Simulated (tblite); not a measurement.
Compound: C₂H₈B₂OS.
Bonds: C1–B2, B2–O3, O3–B4, B4–S5, S5–C6. Hydrogens: H7, H8, H9 on C1; H10 on B2; H11 on B4; H12, H13, H14 on C6.

Computed with GFN2-xTB (tblite), gas phase: L-BFGS steps from a force-field or distance-geometry start until the largest atomic force falls under 0.01 eV/Å.

Step 59: E = -496.6093 eV
```
atom  x, y, z in Å  |  force x, y, z in eV/Å
C1      2.0678   -0.0015    1.0269    0.040   0.011   0.056
B2      1.2397    0.7930   -0.0791   -0.001  -0.017   0.045
O3      0.4648    0.1502   -0.9147   -0.018  -0.024   0.040
B4     -0.2482   -0.6840   -1.6170    0.001   0.018  -0.056
S5     -1.9705   -1.0751   -1.2257    0.032   0.035   0.011
C6     -2.3992    0.0070    0.1880   -0.011  -0.017   0.035
H7      1.9395   -1.0804    0.9623   -0.015   0.042   0.002
H8      1.7725    0.3142    2.0264   -0.015  -0.021   0.006
H9      3.1335    0.2124    0.9513   -0.058   0.004  -0.043
H10     1.3091    1.9714   -0.1485   -0.021  -0.036  -0.056
H11     0.1855   -1.2284   -2.5654   -0.018   0.029   0.026
H12    -3.0550   -0.5698    0.8338    0.023   0.038   0.010
H13    -1.5092    0.3145    0.7301    0.024  -0.050  -0.077
H14    -2.9308    0.8759   -0.1906    0.037  -0.012   0.001
```

Step 60: E = -496.6108 eV
```
atom  x, y, z in Å  |  force x, y, z in eV/Å
C1      2.0640    0.0008    1.0293    0.041  -0.016   0.049
B2      1.2353    0.7950   -0.0758    0.032  -0.009   0.030
O3      0.4663    0.1486   -0.9138   -0.040  -0.005   0.031
B4     -0.2494   -0.6814   -1.6176    0.011  -0.011  -0.064
S5     -1.9691   -1.0787   -1.2235    0.025   0.018  -0.001
C6     -2.3941    0.0051    0.1876   -0.024  -0.002   0.047
H7      1.9325   -1.0778    0.9600   -0.007   0.039   0.011
H8      1.7693    0.3117    2.0307    0.010  -0.013  -0.006
H9      3.1305    0.2116    0.9477   -0.085   0.008  -0.016
H10     1.3114    1.9728   -0.1493   -0.042  -0.038  -0.055
H11     0.1806   -1.2266   -2.5672   -0.006   0.037   0.025
H12    -3.0510   -0.5645    0.8380    0.023   0.015   0.010
H13    -1.5013    0.3105    0.7262    0.015  -0.033  -0.072
H14    -2.9257    0.8724   -0.1944    0.047   0.010   0.010
```

Step 61: E = -496.6120 eV
```
atom  x, y, z in Å  |  force x, y, z in eV/Å
C1      2.0625    0.0023    1.0328    0.012  -0.003   0.028
B2      1.2325    0.7945   -0.0718    0.033   0.002   0.002
O3      0.4671    0.1441   -0.9104   -0.042   0.021   0.026
B4     -0.2510   -0.6790   -1.6194    0.009  -0.027  -0.039
S5     -1.9702   -1.0780   -1.2252    0.008   0.004  -0.010
C6     -2.3924    0.0042    0.1869   -0.009   0.000   0.040
H7      1.9320   -1.0748    0.9609   -0.013  -0.007   0.014
H8      1.7686    0.3099    2.0351    0.033  -0.001  -0.004
H9      3.1272    0.2136    0.9422   -0.057   0.020   0.017
H10     1.3127    1.9726   -0.1514   -0.056  -0.057  -0.049
H11     0.1773   -1.2255   -2.5679    0.008   0.037   0.006
H12    -3.0487   -0.5609    0.8410    0.017  -0.007   0.010
H13    -1.4954    0.3051    0.7203    0.012  -0.011  -0.054
H14    -2.9228    0.8715   -0.1953    0.046   0.030   0.014
```

Task: Estimate the geometry and energy of step 62. (The exact step hangs on the optimiser's Hessian estimate; all steps are aligned on step 61, rigid shifts and turns removed.)

Result: E = -496.6128 eV, largest force 0.093 eV/Å
```
atom  x, y, z in Å  |  force x, y, z in eV/Å
C1      2.0631    0.0036    1.0357   -0.021  -0.018  -0.004
B2      1.2316    0.7935   -0.0693    0.012  -0.002  -0.019
O3      0.4680    0.1390   -0.9067   -0.041   0.027   0.011
B4     -0.2515   -0.6786   -1.6210    0.011  -0.012   0.007
S5     -1.9718   -1.0736   -1.2290   -0.015  -0.011  -0.016
C6     -2.3924    0.0044    0.1871    0.006   0.011   0.003
H7      1.9324   -1.0736    0.9621   -0.005  -0.006   0.016
H8      1.7695    0.3085    2.0381    0.042   0.013   0.012
H9      3.1260    0.2166    0.9391   -0.028   0.020   0.037
H10     1.3092    1.9719   -0.1543   -0.052  -0.066  -0.039
H11     0.1758   -1.2261   -2.5678    0.021   0.032  -0.017
H12    -3.0471   -0.5604    0.8420    0.008  -0.018   0.013
H13    -1.4919    0.3011    0.7156    0.016   0.006  -0.030
H14    -2.9216    0.8733   -0.1938    0.048   0.024   0.026
```

The energy changes by -0.0008 eV. The first-order estimate −F·Δx gives -0.0011 eV and the mean of the old and new forces, exact on a quadratic surface, -0.0008 eV. The step makes an angle of 66° with the force vector and moves no atom by more than 0.007 Å.

The cost below is that of the whole relaxation. On Arm Neoverse N1, one thread, shared host with 64 logical CPUs at a one-minute load of 55, this took 0.95 s of wall time.
